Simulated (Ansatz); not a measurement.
Computed with Ansatz on PBE0-D4/def2-TZVP structures; ΔE is electronic, products minus reactants. CCSD(T)/CBS adds triple-zeta CCSD(T) − MP2 to the extrapolated MP2 energy (def2 sets, frozen cores). This one scheme is used for every species. Functionals use def2-TZVPP. For Se, Ti outer-core shells are correlated without core-valence functions, which leaves a few kJ/mol of doubt a bond. Scalar relativity is left out up to krypton. Each species was taken in one conformer, which may not be the lowest.

Reaction (ligand exchange at a Ti–F bond): `[OH][Ti]([OH])([OH])[F]` + H₂Se → `[OH][Ti]([OH])([OH])[SeH]` + H–F

(1) Is it downhill or uphill in electronic energy at CCSD(T)/CBS, and by how much? (An estimate is asked.)

(2) What do these levels give: LDA (SPW92), BLYP-D4, r2SCAN-D4, r2SCAN0-D4, B2PLYP, revPBE, PBE0, r2SCAN0, CAM-B3LYP, CCSD/def2-TZVPP, HF/def2-QZVPP, MP2/def2-QZVPP? (An estimate is asked.)

Largest T1 diagnostic among the species: 0.023, so the coupled-cluster value is less sure than usual.

## Answers

(1) Ansatz gave: Uphill: ΔE = +13.3 kcal/mol.

(2) Computed: LDA (SPW92) 16.0, BLYP-D4 17.4, r2SCAN-D4 17.2, r2SCAN0-D4 16.2, B2PLYP 16.3, revPBE 17.6, PBE0 16.3, r2SCAN0 16.6, CAM-B3LYP 20.9, CCSD/def2-TZVPP 16.9, HF/def2-QZVPP 21.7, MP2/def2-QZVPP 11.2 kcal/mol.

Leaving LDA and LC-ωPBE aside and taking each functional with its dispersion term where it has one, the values, not all of them listed here, spread over 5.4 kcal/mol, from PBE-QIDH to CAM-B3LYP-D4. LDA lies −1.1 kcal/mol from PBE without D4. The D4 term adds −2.2 kcal/mol with B3LYP and −1.2 kcal/mol with PBE0; it sums over pairs of atoms, weighted by their polarisabilities, and B3LYP, whose exchange is more repulsive, gets the larger term.

B3LYP here is the variant with VWN-RPA as its local correlation; programs differ in this.
